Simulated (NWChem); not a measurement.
System: AlH2S2F; SMILES [F][Al]([SH])[SH]

```xyz
6

Al    -0.3684    -0.0002     0.0018
F     -2.0270     0.1032     0.0031
S      0.7894     1.8377     0.0072
H     -0.3220     2.6085     0.0107
S      0.5431    -1.9676    -0.0052
H      1.7957    -1.4570    -0.0039
```
Atoms are numbered in this order, from 1.

Level: PBE0/def2-SVP (NWChem), optimised geometry, unscaled harmonic frequencies. 

Problem. List the harmonic frequencies with IR intensities, and the thermochemistry.

Solution. 
```
frequency (cm⁻¹)  IR intensity (km/mol)
----------------  ---------------------
122                                 7.1
173                                31.4
186                                23.0
213                                46.4
258                                 7.9
402                                 3.1
569                                87.9
635                                11.6
675                                84.1
888                               109.6
2710                                1.3
2712                                2.8
```

| Item | Value |
|---|---|
| zero-point energy | 13.6 kcal/mol |
| thermal correction to the enthalpy at 298.15 K (with zero-point energy) | 18.3 kcal/mol |
| heat capacity Cv | 20.1 cal/(mol K) |
| entropy at 298.15 K and 1 atm (symmetry number 1) | 81.4 cal/(mol K) |
| dipole moment | 1.26 D |

Rigid rotor and harmonic oscillator.
